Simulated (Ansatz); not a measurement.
A run for Ansatz (a program for electronic structure): R-CCSD(T)/def2-SVPD on CH3I (SMILES CI) with ghost functions, monomers drawn apart or pushed together. Elements past Kr take the def2 small-core potentials; no spin–orbit coupling. The run froze 10 orbitals, filled d shells among them.

Ansatz 0.2 input:
```yaml
crystal:
  periodic: [false, false, false]
  atoms:
    - {symbol: C, position_ang: [1.27835709, 1.13839806, 5.43706784]}
    - {symbol: I, position_ang: [0.85194465, -0.87945343, 6.06279725]}
    - {symbol: H, position_ang: [1.83239204, 1.61482470, 6.23732661]}
    - {symbol: H, position_ang: [1.86459589, 1.07842249, 4.52773304]}
    - {symbol: H, position_ang: [0.32883538, 1.62993900, 5.26183523]}
basis:
  gaussian:
    orbitals: def2-SVPD
    ghost_atoms:
      - {symbol: C, position_ang: [-0.53414672, 0.50470735, 0.23525862]}
      - {symbol: C, position_ang: [0.64776905, -0.40014254, -0.09892718]}
      - {symbol: H, position_ang: [-1.27095892, 0.50868097, -0.57027818]}
      - {symbol: H, position_ang: [-0.21467143, 1.53766803, 0.38995405]}
      - {symbol: H, position_ang: [-1.03851712, 0.17205003, 1.14417659]}
      - {symbol: H, position_ang: [0.32165146, -1.42784252, -0.26844102]}
      - {symbol: H, position_ang: [1.37466540, -0.42503426, 0.71506768]}
      - {symbol: H, position_ang: [1.16545239, -0.06344294, -0.99935610]}
magnetization: {spin_polarized: false}
correlation: {method: ccsd_t, electrons: outside_noble_gas}
scf: {lower_state_search: off}
```

The log:

```
WARN ansatz: RAYON_NUM_THREADS=1 ignored (pool sized by the plan → 1); use --threads N
Functional definition: HF
these checks for a lower state are left out or cut short: stability, starts, cluster_reference, orbital_swaps, neighbouring_geometries, increment
integrals: 0.54 GiB planned
1601 factors; integrals over basis functions are off by at most 1.2e-3 eV
mean field: 0.48 GiB planned
mean field evaluation 1: about -9148.8808 eV, gradient 1.3e1 eV
mean field evaluation 2: about -9148.9068 eV, gradient 1.3e1 eV
mean field evaluation 4: about -9149.4473 eV, gradient 1.1e0 eV
mean field evaluation 8: about -9149.4518 eV, gradient 2.2e-5 eV
mean field -9149.45182369 eV, -336.2361527994 hartree, gradient 1.1e-6 eV, S^2 0.000000; 0 other end points of the search recorded, 0 dependent functions left out
10 core orbitals not correlated
reference -9149.45182369 eV, -336.2361527994 hartree; 7, 7 occupied and 150, 150 virtual orbitals, 1601 factors
second order -7.13458509 eV of doubles, -0.00000000 eV of singles
coupled cluster: 1.38 GiB planned
cycle   1  -7.64154222 eV  change   -5.1e-1 eV  update   6.4e-2
cycle   2  -7.85319097 eV  change   -2.1e-1 eV  update   1.9e-2
cycle   3  -7.88716033 eV  change   -3.4e-2 eV  update   7.1e-3
cycle   4  -7.88736082 eV  change   -2.0e-4 eV  update   1.7e-3
cycle   5  -7.88733357 eV  change    2.7e-5 eV  update   4.8e-4
cycle   6  -7.88737998 eV  change   -4.6e-5 eV  update   1.4e-4
cycle   7  -7.88740835 eV  change   -2.8e-5 eV  update   3.9e-5
cycle   8  -7.88741808 eV  change   -9.7e-6 eV  update   1.4e-5
perturbative correction -0.24283654 eV, -0.0089240782 hartree
Total energy: -9157.58207831 eV, -336.5349341459 hartree
Checks for a lower state left out: stability, starts, cluster_reference, orbital_swaps, neighbouring_geometries, increment
```

Self-consistency was reached.

Cost: about 28 core-seconds (a rough figure).
